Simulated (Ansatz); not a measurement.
`[GeH3][SiH2][SiH2][SiH2][GeH2][GeH3]` and `[SiH3][SiH2][SiH2][SiH2][GeH3]` differ in one atom or group.

Ansatz, PBE0-D4/def2-TZVP geometries, multiplicity 1. Each molecule was computed in one conformer, which needn't be the lowest.

Scalar relativity is left out up to krypton.

```
                                          property  `[GeH3][SiH2][SiH2][SiH2][GeH2][GeH3]`
size of the dipole moment (ωB97M-V/def2-TZVPP) / D                                    0.22
               HOMO energy (B3LYP/def2-TZVPP) / eV                                   -7.55
    size of the dipole moment (PBE/def2-TZVPP) / D                                    0.14
                HOMO energy (PBE0/def2-TZVPP) / eV                                   -7.76
             HOMO energy (ωB97M-V/def2-TZVPP) / eV                                   -9.69
           HOMO–LUMO gap (ωB97M-V/def2-TZVPP) / eV                                   10.83
```

**Question.** What does the change do to each property? (Estimate.)

**Answer.** The calculation gave: 
```json
{"property": "size of the dipole moment (ωB97M-V/def2-TZVPP) / D", "`[SiH3][SiH2][SiH2][SiH2][GeH3]`": "0.20", "shift": "-0.02"}
{"property": "HOMO energy (B3LYP/def2-TZVPP) / eV", "`[SiH3][SiH2][SiH2][SiH2][GeH3]`": "-7.67", "shift": "-0.12"}
{"property": "size of the dipole moment (PBE/def2-TZVPP) / D", "`[SiH3][SiH2][SiH2][SiH2][GeH3]`": "0.14", "shift": "0.00"}
{"property": "HOMO energy (PBE0/def2-TZVPP) / eV", "`[SiH3][SiH2][SiH2][SiH2][GeH3]`": "-7.88", "shift": "-0.12"}
{"property": "HOMO energy (ωB97M-V/def2-TZVPP) / eV", "`[SiH3][SiH2][SiH2][SiH2][GeH3]`": "-9.82", "shift": "-0.13"}
{"property": "HOMO–LUMO gap (ωB97M-V/def2-TZVPP) / eV", "`[SiH3][SiH2][SiH2][SiH2][GeH3]`": "11.08", "shift": "0.25"}
```

With PBE0 the HOMO falls by 0.12 eV and the LUMO rises by 0.13 eV, so the gap widens by about 0.25 eV. PBE moves the HOMO by -0.10 eV and ωB97M-V by -0.13 eV. Dipoles are sizes alone; their direction can turn.

B3LYP here is the variant with VWN-RPA as its local correlation; programs differ in this.
